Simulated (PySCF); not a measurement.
Computed IR spectrum (relative IR intensity) of a molecule C4H3ClF2. The structure is a stationary point at PBE-D3(BJ)/def2-SVP. The values are those of a single conformer. Computed with PBE-D3(BJ)/def2-SVP run with PySCF. Frequencies are harmonic and unscaled.

Lines under 2 % of the strongest are left out, and lines within 2 cm⁻¹ are merged.

```csv
ν (cm⁻¹),relative intensity
214,2.7
471,4.5
546,4.6
612,14
684,21
692,19
718,3.7
803,27
867,7.0
1045,87
1075,96
1163,75
1245,100
1251,7.8
1384,6.3
2180,22
3024,5.0
3403,44
```

Identify the compound among the candidates.
(A) C#CC(F)(F)CCl
(B) F[C@@H]1C(Cl)=C[C@@H]1F
(C) C=C=C(F)[C@H](F)Cl
(D) C=C(Cl)/C(F)=C\F

A, C#CC(F)(F)CCl
